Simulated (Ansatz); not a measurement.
Born–Oppenheimer molecular dynamics of Ge2H8O (11 atoms, charge 0, multiplicity 1). It starts at the highest image of a converged band. Of that band: Neighbouring images differ by up to 1.7 eV, so the band resolves the path poorly. A vibrational analysis at the climbing image gives one clearly imaginary mode, 374i cm⁻¹: a first-order saddle point.

Method: Ansatz, RKS PBE0/def2-SVP.

- ensemble: NVE (velocity Verlet)
- time step: 0.5 fs
- steps asked: 200
- starting velocities drawn for: 300 K
- seed: 9899

First frame:

```xyz
11
Properties=species:S:1:pos:R:3
Ge -0.258 0.121 -0.186
Ge -0.231 0.164 2.861
H -1.109 0.390 4.128
H 0.774 -0.947 3.284
H 0.649 1.446 2.792
H 1.037 -0.606 0.197
H -0.265 1.644 -0.096
H -0.641 -0.326 -1.620
O -2.021 -0.566 0.466
H -2.202 -1.504 0.277
H -1.677 -0.447 1.467
```

Question: How far do the bonds stretch over the last three quarters of this one trajectory? (Pairs bonded in most of those frames.)

Answer: 
```json
{"bond": "Ge1–H6", "mean (Å)": "1.536", "spread (Å)": "0.039", "shortest": "1.47", "longest": "1.60"}
{"bond": "Ge1–H7", "mean (Å)": "1.542", "spread (Å)": "0.043", "shortest": "1.47", "longest": "1.61"}
{"bond": "Ge1–H8", "mean (Å)": "1.548", "spread (Å)": "0.016", "shortest": "1.52", "longest": "1.57"}
{"bond": "Ge1–O9", "mean (Å)": "1.792", "spread (Å)": "0.072", "shortest": "1.69", "longest": "1.91"}
{"bond": "Ge2–H3", "mean (Å)": "1.548", "spread (Å)": "0.031", "shortest": "1.49", "longest": "1.60"}
{"bond": "Ge2–H4", "mean (Å)": "1.536", "spread (Å)": "0.008", "shortest": "1.52", "longest": "1.55"}
{"bond": "Ge2–H5", "mean (Å)": "1.539", "spread (Å)": "0.039", "shortest": "1.48", "longest": "1.60"}
{"bond": "Ge2–H11", "mean (Å)": "1.568", "spread (Å)": "0.127", "shortest": "1.38", "longest": "1.75"}
{"bond": "O9–H10", "mean (Å)": "0.965", "spread (Å)": "0.010", "shortest": "0.95", "longest": "0.98"}
```

Mean temperature of the second half: 1266 K. The conserved energy stayed within 0.25 meV per atom of its start (net change 0.12 meV per atom), so the integration is sound. The kinetic energy rose, since the run started high on the potential surface and went downhill. It ends in pieces (GeH4 + GeH4O), so much of that is their flight and rotation, not heat. A run of 0.1 ps of so small a system gives no equilibrium averages. The orbitals stay closed-shell, which can raise the energy where a bond breaks towards radicals; this wasn't checked here.

The run took 5.2 min on 4 threads of Arm Neoverse V2 (shared host), peak memory 0.31 GiB.
